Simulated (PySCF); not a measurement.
**Mg⁺ (magnesium, charge +1) across methods**

[Ne] 3p1, 2P determinant (an excited configuration). All numbers are calculated (PySCF 2.14, no relativity, point nucleus, in dyall-av3z (20s13p6d4f, 117 functions)).

```csv
method,E (hartree),mean ε 2p α (eV),mean ε 2p β (eV),mean ε 3p α (eV),Σ⟨r²⟩ (bohr²),⟨S²⟩
wB97M-V,-199.6273,-63.870,-63.739,-10.181,18.44,0.750
PBE0,-199.5423,-61.519,-61.389,-9.053,18.08,0.750
wB97X-V,-199.6055,-63.704,-63.598,-10.607,18.21,0.750
r2SCAN,-199.6251,-58.769,-58.675,-8.474,18.04,0.750
UHF,-199.21456,-72.850,-72.643,-10.454,18.95,0.750
PW91,-199.6294,-57.516,-57.412,-8.485,17.89,0.750
PBE,-199.5264,-57.368,-57.264,-8.463,17.92,0.750
LDA,-198.7011,-57.521,-57.416,-8.351,17.94,0.750
```
